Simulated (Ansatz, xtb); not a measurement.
# H2IInNNa: which of two structures lies lower

Structure X is a singlet given by its coordinates and structure Y is a singlet given by its coordinates. Both are isolated molecules in the gas phase, relaxed with PBE0-D3(BJ)/def2-SVP.

X (Å):

```xyz
6

I     0.3339   -1.6648    1.8819
In    1.4258   -0.6554   -0.5184
N     0.0283    1.1683   -0.7602
Na    1.1156    1.6227   -2.6119
H     0.0940    1.7382    0.0894
H    -0.9412    0.8363   -0.7335
```

Close contacts (Å): I1–In2 2.82, In2–N3 2.31, In2–Na4 3.11, N3–Na4 2.19, N3–H5 1.03, N3–H6 1.03.

Y (Å):

| atom | x (Å) | y (Å) | z (Å) |
| --- | --- | --- | --- |
| I | -1.3564 | 1.5558 | 0.0668 |
| In | 0.9025 | -0.4624 | 0.8655 |
| N | 2.1836 | 0.3968 | -0.8521 |
| Na | 0.8497 | 1.9639 | -1.7466 |
| H | 2.4640 | -0.4031 | -1.4295 |
| H | 3.0704 | 0.6911 | -0.4290 |

Close contacts (Å): I1–In2 3.13, I1–Na4 2.88, In2–N3 2.31, N3–Na4 2.24, N3–H5 1.03, N3–H6 1.03.

Quicker runs give these differences E(Y) − E(X): GFN2-xTB −0.620 eV; HF/STO-3G −1.056 eV (at GFN2-xTB geometries); r2SCAN-D4/def2-SVP −0.883 eV (at GFN2-xTB geometries).

Q: Estimate E(Y) − E(X) at the level CCSD(T)/def2-SVP + ΔMP2/def2-TZVPP.

A: Calculated at CCSD(T)/def2-SVP + ΔMP2/def2-TZVPP: E(Y) − E(X) = −0.892 eV, so structure Y lies lower.

Level by level:

```csv
level,geometry,E(Y) − E(X) (eV),departure from the last row (eV),"job, with rough time for the two"
GFN2-xTB,GFN2-xTB,−0.620,+0.271,"optimisation, 1.3 s"
HF/STO-3G,GFN2-xTB,−1.056,−0.164,"single point, 9.9 s"
r2SCAN-D4/def2-SVP,GFN2-xTB,−0.883,+0.009,"single point, 14 s"
PBE0-D3(BJ)/def2-SVP,PBE0-D3(BJ)/def2-SVP,−0.891,+0.001,"optimisation, 4.7 min"
HF/def2-SVP,PBE0-D3(BJ)/def2-SVP,−0.931,−0.039,part of the CCSD(T) run
MP2/def2-SVP,PBE0-D3(BJ)/def2-SVP,−0.863,+0.029,part of the CCSD(T) run
CCSD(T)/def2-SVP,PBE0-D3(BJ)/def2-SVP,−0.884,+0.008,single point
CCSD(T)/def2-SVP + ΔMP2/def2-TZVPP,PBE0-D3(BJ)/def2-SVP,−0.892,,"single point, 2 min"
```

None of the levels shown reverses the order. The largest departure from CCSD(T)/def2-SVP + ΔMP2/def2-TZVPP is that of GFN2-xTB, 0.271 eV. A small imaginary or near-zero mode remains, so no thermal terms are given. The last row adds to CCSD(T) the change of the MP2 difference between the two basis sets, here −0.008 eV.

The correlated steps freeze 10 core orbitals; the filled d shell of I and In is correlated; the last core shell of Na is correlated, in a basis made for valence electrons. Atoms past krypton carry core potentials in the def2 sets, other sets are all-electron and non-relativistic, and no spin–orbit term is included. Run with Ansatz 0.2.0, xtb 6.7.1; the last row on 1 thread of Intel(R) Xeon(R) Processor @ 2.50GHz (Skylake/Cascade Lake) on a shared host.
